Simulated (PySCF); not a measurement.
C6H10N2O.
Atom-mapped SMILES: `[CH3:1][CH:2]([CH3:3])[CH2:4][c:5]1[n:6][cH:7][n:8][o:9]1`

Structure used (GFN2-xTB), in Å, numbered top down from 1:
```xyz
19
C6H10N2O angstrom
C     -2.3081   -0.6685   -0.4250
C     -0.9220   -0.0400   -0.3255
C     -1.0111    1.3708    0.2487
C     -0.0114   -0.9210    0.5493
C      1.3767   -0.4137    0.5495
N      2.1907   -0.3247   -0.4628
C      3.3011    0.2220    0.0907
N      3.1873    0.4574    1.3622
O      1.9300    0.0458    1.6774
H     -2.7643   -0.7420    0.5600
H     -2.9510   -0.0601   -1.0559
H     -2.2514   -1.6656   -0.8546
H     -0.4761    0.0095   -1.3238
H     -1.6486    1.9916   -0.3759
H     -1.4302    1.3493    1.2528
H     -0.0287    1.8350    0.2955
H     -0.0053   -1.9364    0.1484
H     -0.3757   -0.9408    1.5775
H      4.1881    0.4407   -0.4656
```

Probes without a nucleus sit at each ring's centroid and 1 Å off its mean plane on both sides; NICS is minus the shielding there, NICSzz its component along the normal. Level: GIAO PBE0/pcSseg-1 (PySCF, non-relativistic, gas phase) on the GFN2-xTB geometry, one conformer.

Ring bond lengths (Å), with Mayer bond orders in brackets: C5–N6 1.302 (1.59), N6–C7 1.356 (1.30), C7–N8 1.298 (1.68), N8–O9 1.360 (1.00), O9–C5 1.338 (1.11).

Question: What do the NICS probes read (ppm)?

Answer: 
| ring | type | NICS(0) | NICS(1), two faces | NICS(1)zz, two faces | rms pucker (Å) | centre to ring atoms, mean (Å) |
| --- | --- | --- | --- | --- | --- | --- |
| C5–N6–C7–N8–O9 | 5-membered ring with 2 N and O; formal bonds all aromatic | -11.2 | -10.9 / -10.9 | -28.6 / -28.0 | 0.00 | 1.13 |

Question: What do they say, and how far can they be read as aromaticity?

Answer: 
- C5–N6–C7–N8–O9: mean NICS(1)zz -28.3 ppm, shielded. The ring is flat and has no four-coordinate atom; by the NICS criterion it is aromatic.

Question: And the bond-length index? HOMA = 1 − mean of α(R − Ropt)² over the ring bonds, with Krygowski's 1993 parameters (CN: Ropt 1.334 Å, α 93.52 Å⁻²; CO: Ropt 1.265 Å, α 157.38 Å⁻²; NO: Ropt 1.248 Å, α 57.21 Å⁻²).

Answer: 
- C5–N6–C7–N8–O9: HOMA 0.64; the largest term is that of O9–C5, α(R − Ropt)² = 0.83.

Question: Give the inner angles of the rings and the Hirshfeld charges of the ring atoms.

Answer: 
- C5–N6–C7–N8–O9: C5 111.9° (+0.153 e), N6 102.8° (-0.203 e), C7 113.7° (+0.044 e), N8 104.7° (-0.127 e), O9 106.9° (-0.024 e); sum 540.0° against 540° for a flat convex ring.
